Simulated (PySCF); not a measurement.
Scan of H6OSi2, singlet: bend at the central O, local threefold symmetry of each SiH3 group. Scanned: Si-O-Si angle. Other coordinates (O-Si length, H-Si-O angle, Si-H length) were minimised at B3LYP/def2-TZVP.

Level of theory: M06-2X/def2-TZVP run with PySCF 2.14.0.

Scanned values (°): 180, 172.50, 165, 157.50, 150, 142.50, 135, 127.50, 120, 112.50, 105, 97.50, 90.

Task: Locate the minima and the barriers on this grid.

Result: Lower than their neighbours: 150° (0.0 mEh). Higher than their neighbours: 180° (0.2 mEh, end of the scan), 90° (44.8 mEh, end of the scan). The whole profile spans 44.8 mEh.
